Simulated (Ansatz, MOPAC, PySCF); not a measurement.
Complex: CH2O (SMILES C=O) (first 4 atoms) with CH6Si (SMILES C[SiH3]); geometry from B3LYP-D3(BJ)/def2-TZVP, rigid monomers moved along the line of their centres of mass till O2···Si6 is 4.58 Å.
(charge 0, multiplicity 1):
| atom | x (Å) | y (Å) | z (Å) |
|---|---|---|---|
| C | 0.1719 | 0.2339 | -0.2802 |
| O | -0.8160 | -0.0347 | 0.3457 |
| H | 1.1505 | 0.3876 | 0.2113 |
| H | 0.1531 | 0.3413 | -1.3812 |
| C | -1.3670 | -0.6358 | 5.0389 |
| Si | 0.4227 | -0.1681 | 4.7513 |
| H | -1.4406 | -1.6174 | 5.5108 |
| H | -1.9018 | -0.6660 | 4.0897 |
| H | -1.8575 | 0.0890 | 5.6913 |
| H | 1.1607 | -0.1230 | 6.0402 |
| H | 0.5436 | 1.1697 | 4.1217 |
| H | 1.1108 | -1.1520 | 3.8795 |

Counterpoise-corrected where a basis set is named; no monomer relaxation. Rows marked so take none.

Correlated levels freeze the cores. Rows in 6-31G* carry no dispersion term and start afresh at each structure (6-31G* with six Cartesian d functions). MP2/6-31G* freezes PySCF's default core. The state reached by AM1, PM3, PM6, PM7 isn't checked; PM7 holds dispersion and hydrogen-bond terms.

The values were computed with Ansatz (Gaussian basis) for Hartree–Fock, density functionals and correlated methods; MOPAC for AM1, PM3, PM6, PM7 (differences of heats of formation); PySCF for 6-31G* rows, the dispersion terms. Each number belongs to the level named beside it.

Other levels give for the interaction energy: PBE/def2-TZVPPD -0.59; B3LYP/def2-TZVPPD -0.33; B3LYP-D3(BJ)/def2-TZVPPD -0.80; wB97M-V/def2-TZVPPD -0.83; CCSD(T)/aug-cc-pV(D+d)Z -0.80 kcal/mol.

Common cheap choices:

```tsv
level	interaction energy (kcal/mol)
AM1	-0.11
PM3	0.14
PM6	-0.16
PM7	-0.37
HF/6-31G*	-0.52
BP86/6-31G* (no counterpoise)	-0.62
MP2/6-31G*	-0.59
MP2/6-31G* (no counterpoise)	-1.08
```

Ansatz is a first-principles code.
